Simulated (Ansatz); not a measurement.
Reaction (substitution at a C–Ge bond): `N[CH2][GeH2][OH]` + `OCO` → `NCOCO` + `[OH][GeH3]`

Gas-phase electronic energies from Ansatz, PBE0-D4/def2-TZVP geometries. CBS: MP2 limit from def2 TZ/QZ plus the TZ coupled-cluster correction, frozen cores. This one scheme is used for every species. Functionals use def2-TZVPP. B3LYP here is the variant with VWN-RPA as its local correlation; programs differ in this. For Ge outer-core shells are correlated without core-valence functions, which leaves a few kJ/mol of doubt a bond. Scalar relativity is left out up to krypton. Each species was taken in one conformer, which may not be the lowest.

```
             level  ΔE (kcal/mol)  difference from CCSD(T)/CBS
            PBE-D4           10.9                         -1.6
         r2SCAN-D4           10.4                         -2.1
           PBE0-D4           11.0                         -1.5
          B3LYP-D4           10.4                         -2.1
           ωB97X-V           10.0                         -2.5
           ωB97M-V           10.8                         -1.7
            B2PLYP           10.9                         -1.6
               PBE           10.8                         -1.7
            r2SCAN           10.4                         -2.1
              PBE0           10.9                         -1.6
             B3LYP           10.2                         -2.3
     HF/def2-TZVPP            8.5                         -4.0
    MP2/def2-TZVPP           12.9                          0.4
SCS-MP2/def2-TZVPP           11.7                         -0.8
   CCSD/def2-TZVPP           11.5                         -1.0
CCSD(T)/def2-TZVPP           11.5                         -1.0
     HF/def2-QZVPP            8.3                         -4.2
    MP2/def2-QZVPP           13.4                          0.9
SCS-MP2/def2-QZVPP           12.3                         -0.2
      HF/CBS(def2)            8.3                         -4.2
     MP2/CBS(def2)           13.9                          1.4
    CCSD/CBS(def2)           12.6                          0.1
       CCSD(T)/CBS           12.5                            0
```

Largest T1 diagnostic among the species: 0.011.

In def2-TZVPP, CCSD(T) changes the Hartree–Fock value by +3.0 kcal/mol (the triples alone add −0.0 kcal/mol) and MP2 by +4.3 kcal/mol.
